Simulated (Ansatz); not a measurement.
`O[Si]Br` + H₂S → `O[Si]S` + HBr at 298.15 K and 1 bar (ligand exchange at the Si–Br bond).

Computed with Ansatz on PBE0-D4/def2-TZVP structures; ΔE is electronic, products minus reactants. CBS: MP2 limit from def2 TZ/QZ plus the TZ coupled-cluster correction, frozen cores. This one scheme is used for every species. For Br outer-core shells are correlated without core-valence functions, which leaves a few kJ/mol of doubt a bond. Scalar relativity is left out up to krypton. Each species was taken in one conformer, which may not be the lowest.

```csv
species,CCSD(T)/CBS energy (Eh),H − E (kJ/mol),S (J/(mol·K))
`O[Si]Br`,-2938.23569,52.8,291.2
H₂S,-398.97279,49.9,205.7
`O[Si]S`,-763.27025,75.9,289.1
HBr,-2573.91920,24.6,198.6
```

H − E and S are ideal-gas, rigid-rotor, harmonic terms from PBE0-D4/def2-TZVP, for one conformer and one mirror image of each species. 1 Eh = 2625.50 kJ/mol, R = 8.31446 J/(mol·K).

By hand: ΔE, ΔH, ΔS and ΔG.

ΔE = (-763.27025) + (-2573.91920) − (-2938.23569) − (-398.97279) = 0.01903 Eh = 50.0 kJ/mol. Δ(H − E) = 75.9 + 24.6 − 52.8 − 49.9 = -2.2, so ΔH = 47.8 kJ/mol. ΔS = 289.1 + 198.6 − 291.2 − 205.7 = -9.2 J/(mol·K). ΔG = 47.8 − 298.15 × (-9.2)/1000 = 50.5 kJ/mol.

By hand: the equilibrium constant, and the temperature at which ΔG would vanish if ΔH and ΔS stayed fixed.

log₁₀ K = −ΔG/(RT ln 10) = -8.8. ΔH and −TΔS have one sign here, so there is no such temperature.

The number of gas molecules stays the same, so ΔS is small and ΔH decides. A doubt of 5 kJ/mol in ΔE shifts log₁₀ K by 0.9 here. Other conformers and mirror images would add mixing entropy, several J/(mol·K) or more a flexible species. These are equilibria of isolated gas molecules and say nothing of rates. Largest T1 diagnostic: 0.015 (customary marks: 0.02 for closed shells, 0.045 for open ones).

ΔS is within the doubt of such terms, so its sign, and with it that verdict, could turn.
